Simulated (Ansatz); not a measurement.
This geometry of a periodic cell of 17 atoms, TiSi$_{16}$ (host Si, host structure diamond, interstitial Ti) is a first-order saddle point.

Method: DFT PBE-D3(BJ), scalar-relativistic, plane waves, PAW (Ansatz). Settings: PAW set soft_1, cutoff 420 eV, k mesh 2x2x2, fermi-dirac smearing 0.02 eV, no spin polarisation.

```xyz
17
Lattice="0.0000 5.4300 5.4300 5.4300 0.0000 5.4300 5.4300 5.4300 0.0000" Properties=species:S:1:pos:R:3
Si -0.194 0.192 0.200
Si 1.369 1.427 1.434
Si 2.791 2.638 0.012
Si 4.002 4.060 1.434
Si 2.791 0.004 2.645
Si 4.002 1.426 4.067
Si 5.424 2.638 2.645
Si 6.987 3.872 3.879
Si 0.132 2.825 2.832
Si 1.169 4.262 4.269
Si 2.606 5.299 2.831
Si 4.189 6.672 4.204
Si 2.606 2.824 5.305
Si 4.190 4.197 6.678
Si 5.627 5.234 5.241
Si 6.664 6.672 6.679
Ti 8.828 7.463 7.470
```

(1) Which two structures does it join? (They come from a converged band through this point; their orientation in space is the band's.)

(2) How far does it lie above each of them?

## Answers

(1) Contacts lost: Si1–Ti17, Si2–Ti17, Si4–Ti17, Si6–Ti17. Contacts made: Si3–Ti17, Si5–Ti17, Si7–Ti17, Si8–Ti17. The atom that moves furthest is Ti17, by 2.35 Å; four of its nearest neighbours are Si13 2.43, Si9 2.43, Si11 2.43, Si1 2.43 Å at the first end and Si12 2.43, Si16 2.43, Si8 2.43, Si14 2.43 Å at the last.

Image 0:

```xyz
17
Lattice="0.0000 5.4300 5.4300 5.4300 0.0000 5.4300 5.4300 5.4300 0.0000" Properties=species:S:1:pos:R:3
Si 0.051 -0.048 -0.042
Si 1.398 1.355 1.360
Si 2.702 2.731 -0.013
Si 4.077 4.036 1.362
Si 2.704 -0.017 2.735
Si 4.080 1.354 4.042
Si 5.450 2.730 2.735
Si 6.791 4.073 4.076
Si 0.048 2.757 2.763
Si 1.364 4.065 4.079
Si 2.673 5.382 2.766
Si 4.075 6.785 4.113
Si 2.678 2.756 5.393
Si 4.078 4.107 6.793
Si 5.450 5.413 5.419
Si 6.757 6.784 6.795
Ti 9.508 6.783 6.793
```

Image 6:

```xyz
17
Lattice="0.0000 5.4300 5.4300 5.4300 0.0000 5.4300 5.4300 5.4300 0.0000" Properties=species:S:1:pos:R:3
Si 0.003 -0.006 0.003
Si 1.344 1.337 1.344
Si 2.716 2.711 0.039
Si 4.091 4.083 1.344
Si 2.718 0.031 2.718
Si 4.092 1.336 4.092
Si 5.397 2.710 2.718
Si 6.745 4.112 4.122
Si 0.039 2.711 2.716
Si 1.344 4.083 4.091
Si 2.716 5.389 2.716
Si 4.117 6.741 4.117
Si 2.718 2.710 5.397
Si 4.122 4.112 6.745
Si 5.429 5.429 5.429
Si 6.745 6.737 6.745
Ti 8.146 8.142 8.146
```

(2) 1.71 eV above the first and 1.71 eV above the second. This is the barrier of this one path; another mechanism may lie lower. Limits of this set-up: coarse k mesh, a small cell, in which the defect meets its images.

The run took 29 min on 1 thread of Arm Neoverse V2, on a shared host, peak memory 0.89 GiB.
